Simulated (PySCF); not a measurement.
## UHF on Cr²⁺ (chromium, charge +2)

Configuration: [Ar] 3d4, high-spin 5D determinant. Computed with PySCF 2.14 in aug-cc-pVDZ, with the non-relativistic Hamiltonian (point nucleus).

- Total energy: -1042.579788 hartree
- One-electron energy: -1420.3173 hartree
- Hartree (Coulomb) energy: 424.9935 hartree
- Exchange energy: -47.2560 hartree
- Kinetic energy: 1042.56470 hartree
- ⟨S²⟩: 6.0013
- ⟨L²⟩: 6.016
- Sum of ⟨r⟩: 14.61 bohr
- Sum of ⟨r²⟩: 16.26 bohr²
- Traceless quadrupole moment −½Σ⟨3z² − r²⟩ along its main axis: -0.497 e·bohr²
- Density at the nucleus (Gaussians lack the cusp): 9260 bohr⁻³
- Spin density at the nucleus: -0.0912 bohr⁻³
- Langevin diamagnetic susceptibility: -12.9 ×10⁻⁶ cm³/mol
- Time after the integrals: 0.32 s of wall time on 1 thread of Neoverse-V1 (shared host)

```
shell  electrons  mean orbital energy (eV)  spread (eV)  rms radius, mean of both spins (bohr)
 1s α          1                   -6019.9            0                                 0.0743
 1s β          1                   -6019.9            0                                 0.0743
 2s α          1                   -737.71            0                                  0.319
 2s β          1                   -735.05            0                                  0.319
 2p α          3                   -626.96        0.036                                  0.288
 2p β          3                   -624.29        0.815                                  0.288
 3s α          1                   -116.31            0                                  0.973
 3s β          1                   -107.96            0                                  0.973
 3p α          3                   -83.397        1.298                                   1.05
 3p β          3                   -73.183        2.007                                   1.05
 3d α          4                   -32.736        1.722                                   1.33
```
